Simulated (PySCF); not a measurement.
Species: C6H15P2 (charge +1).
Atom-mapped SMILES: `[CH3:1][CH2:2][C@@H:3]1[C@H:4]([CH2:5][CH3:6])[P@@H+:7]1[PH2:8]` (hydrogens: H9, H10, H11 on C1; H12, H13 on C2; H14 on C3; H15 on C4; H16, H17 on C5; H18, H19, H20 on C6; H21 on P7; H22, H23 on P8)

The same species was optimised twice, with GFN2-xTB and with PBE0-D3(BJ)/def2-SVP (PySCF), and the same property calculations (PySCF, gas phase) were run on both structures.

```json
{"coordinate": "P7–P8 (Å)", "GFN2-xTB": "2.154", "PBE0-D3(BJ)/def2-SVP": "2.175", "change": "+0.021"}
{"coordinate": "C3–C4 (Å)", "GFN2-xTB": "1.523", "PBE0-D3(BJ)/def2-SVP": "1.513", "change": "-0.010"}
{"coordinate": "C4–P7 (Å)", "GFN2-xTB": "1.831", "PBE0-D3(BJ)/def2-SVP": "1.836", "change": "+0.005"}
{"coordinate": "C5–C6 (Å)", "GFN2-xTB": "1.523", "PBE0-D3(BJ)/def2-SVP": "1.519", "change": "-0.004"}
{"coordinate": "C1–C2 (Å)", "GFN2-xTB": "1.526", "PBE0-D3(BJ)/def2-SVP": "1.524", "change": "-0.002"}
{"coordinate": "C3–P7 (Å)", "GFN2-xTB": "1.832", "PBE0-D3(BJ)/def2-SVP": "1.833", "change": "+0.001"}
{"coordinate": "C4–C5 (Å)", "GFN2-xTB": "1.510", "PBE0-D3(BJ)/def2-SVP": "1.511", "change": "+0.001"}
{"coordinate": "C2–C3 (Å)", "GFN2-xTB": "1.513", "PBE0-D3(BJ)/def2-SVP": "1.513", "change": "0.000"}
{"coordinate": "C4–P7–P8 (°)", "GFN2-xTB": "114.3", "PBE0-D3(BJ)/def2-SVP": "117.0", "change": "+2.7"}
{"coordinate": "C3–P7–P8 (°)", "GFN2-xTB": "114.5", "PBE0-D3(BJ)/def2-SVP": "117.2", "change": "+2.7"}
{"coordinate": "C4–C5–C6 (°)", "GFN2-xTB": "110.9", "PBE0-D3(BJ)/def2-SVP": "113.0", "change": "+2.1"}
{"coordinate": "C5–C4–P7 (°)", "GFN2-xTB": "117.6", "PBE0-D3(BJ)/def2-SVP": "119.6", "change": "+2.0"}
{"coordinate": "C2–C3–P7 (°)", "GFN2-xTB": "119.4", "PBE0-D3(BJ)/def2-SVP": "121.0", "change": "+1.6"}
{"coordinate": "C1–C2–C3 (°)", "GFN2-xTB": "110.4", "PBE0-D3(BJ)/def2-SVP": "111.2", "change": "+0.8"}
{"coordinate": "C2–C3–C4 (°)", "GFN2-xTB": "122.5", "PBE0-D3(BJ)/def2-SVP": "123.0", "change": "+0.5"}
{"coordinate": "C3–P7–C4 (°)", "GFN2-xTB": "49.1", "PBE0-D3(BJ)/def2-SVP": "48.7", "change": "-0.4"}
{"coordinate": "C1–C2–C3–C4 (°)", "GFN2-xTB": "-80", "PBE0-D3(BJ)/def2-SVP": "-80", "change": "0"}
{"coordinate": "C3–C4–C5–C6 (°)", "GFN2-xTB": "-150", "PBE0-D3(BJ)/def2-SVP": "-156", "change": "-6"}
```

Rotational constants: A = 1507, B = 1098, C = 841.9 MHz (GFN2-xTB) against A = 1452, B = 1070, C = 799.7 MHz (PBE0-D3(BJ)/def2-SVP). Point groups within 0.08 Å: C1 and C1. Atoms that the bonding makes alike are paired by their places after alignment.

On the GFN2-xTB structure: HOMO (eV) -12.69 [PBE0/pcSseg-1]; LUMO (eV) -5.67 [PBE0/pcSseg-1]; GIAO shielding of C1/C6 (mean) (ppm) 169.7 [PBE0/pcSseg-1]; GIAO shielding of C2/C5 (mean) (ppm) 164.9 [PBE0/pcSseg-1]; GIAO shielding of C3/C4 (mean) (ppm) 145.4 [PBE0/pcSseg-1]; GIAO shielding of P7 (ppm) 520.3 [PBE0/pcSseg-1]; GIAO shielding of P8 (ppm) 572.7 [PBE0/pcSseg-1].

Task: What do these properties become on the PBE0-D3(BJ)/def2-SVP structure?

Result: 
```json
{"property": "HOMO (eV)", "level": "PBE0/pcSseg-1", "on GFN2-xTB": "-12.69", "on PBE0-D3(BJ)/def2-SVP": "-12.65", "change": "+0.04"}
{"property": "LUMO (eV)", "level": "PBE0/pcSseg-1", "on GFN2-xTB": "-5.67", "on PBE0-D3(BJ)/def2-SVP": "-5.44", "change": "+0.23"}
{"property": "energy, GFN2-xTB geometry as zero (kcal/mol)", "level": "PBE0/pcSseg-1", "on GFN2-xTB": "0.0", "on PBE0-D3(BJ)/def2-SVP": "-3.0", "change": "-3.0"}
{"property": "GIAO shielding of C1/C6 (mean) (ppm)", "level": "PBE0/pcSseg-1", "on GFN2-xTB": "169.7", "on PBE0-D3(BJ)/def2-SVP": "169.2", "change": "-0.5"}
{"property": "GIAO shielding of C2/C5 (mean) (ppm)", "level": "PBE0/pcSseg-1", "on GFN2-xTB": "164.9", "on PBE0-D3(BJ)/def2-SVP": "164.0", "change": "-0.9"}
{"property": "GIAO shielding of C3/C4 (mean) (ppm)", "level": "PBE0/pcSseg-1", "on GFN2-xTB": "145.4", "on PBE0-D3(BJ)/def2-SVP": "145.0", "change": "-0.4"}
{"property": "GIAO shielding of P7 (ppm)", "level": "PBE0/pcSseg-1", "on GFN2-xTB": "520.3", "on PBE0-D3(BJ)/def2-SVP": "509.0", "change": "-11.3"}
{"property": "GIAO shielding of P8 (ppm)", "level": "PBE0/pcSseg-1", "on GFN2-xTB": "572.7", "on PBE0-D3(BJ)/def2-SVP": "552.3", "change": "-20.4"}
```

The heavy atoms differ by 0.079 Å rms after alignment (one structure mirrored). Among bonds between heavy atoms P7–P8 changes most (+0.021 Å). Changes are differences of the printed values. Neither structure is proved a minimum here. Geometry: PBE0-D3(BJ)/def2-SVP, one conformer, isolated ion.

Shape of the structure used: `[CH3:1][CH2:2][C@@H:3]1[C@H:4]([CH2:5][CH3:6])[P@@H+:7]1[PH2:8]`: C1–C2–C3–C4 -80°, C3–C4–C5–C6 -156°, H–P8–P7–C4 109°, H–P8–P7–C4 -156°.
